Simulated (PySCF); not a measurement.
## Two-component Hartree-Fock for Nd³⁺ (neodymium, charge +3)

Start: [Xe] 4f3; 4f5/2 filled at m_j = +1/2, +3/2, +5/2. Calculated with PySCF 2.14 in x2c-QZVPPall-2c: generalised Hartree-Fock with the X2C-1e Hamiltonian and a Gaussian nucleus; one run each with spin-orbit coupling (SO) switched off, then screened by Boettger's factors.

```
spinor shell  electrons  ε, spin-free (eV)  ε, screened SO (eV)  weight of nominal j (screened SO)  rms radius, screened SO (bohr)
       1s1/2          2           -43813.9             -43807.4                              1.000                          0.0269
       2s1/2          2            -7226.3              -7224.2                              1.000                           0.109
       2p1/2          2            -6456.6              -6821.3                              1.000                          0.0938
       2p3/2          4            -6456.6              -6297.3                              1.000                          0.0998
       3s1/2          2            -1640.5              -1639.8                              1.000                           0.283
       3p1/2          2            -1392.4              -1467.0                              1.000                           0.275
       3p3/2          4            -1392.4              -1359.3                              1.000                           0.288
       3d3/2          4            -1047.8              -1061.7                              0.998                           0.260
       3d5/2          6            -1047.8              -1037.8                              0.999                           0.263
       4s1/2          2            -372.05              -371.80                              1.000                           0.644
       4p1/2          2            -287.83              -305.27                              0.988                           0.665
       4p3/2          4            -287.83              -279.90                              0.994                           0.692
       4d3/2          4            -164.67              -170.28                              0.834                           0.755
       4d5/2          6            -164.67              -160.68                              0.890                           0.762
       5s1/2          2            -77.744              -77.692                              1.000                            1.54
       5p1/2          2            -53.881              -56.772                              0.959                            1.70
       5p3/2          4            -53.881              -52.569                              0.980                            1.79
       4f5/2          3            -42.782              -42.819                              0.804                            1.03
```

```tsv
quantity	spin-free	screened SO
E (hartree)	-9616.26946	-9621.10576
M_J	9/2	9/2
⟨J²⟩	27.756	26.781
⟨L²⟩	42.005	41.717
⟨S²⟩	3.752	3.715
```

The determinant has a definite M_J but mixes levels of different J.

Each row is a mean over spinors that exchange with the open shell spreads, by up to 10.558 eV (4d3/2).

Rows whose weight is well below 1 are mixtures of j = l ± 1/2: exchange outweighs spin-orbit coupling there, and the label is only the starting occupation.

Breit and QED terms are absent; they matter most for the inner s and p1/2 levels.

Densities and radii are taken from the X2C orbitals without a picture-change correction, which distorts them close to the nucleus.

Without spin-orbit coupling the j labels of p, d and f shells carry no meaning; the spin-free column gives the mean over the occupied spinors of each nl shell, and its ⟨J²⟩ belongs to a mixture of degenerate components.
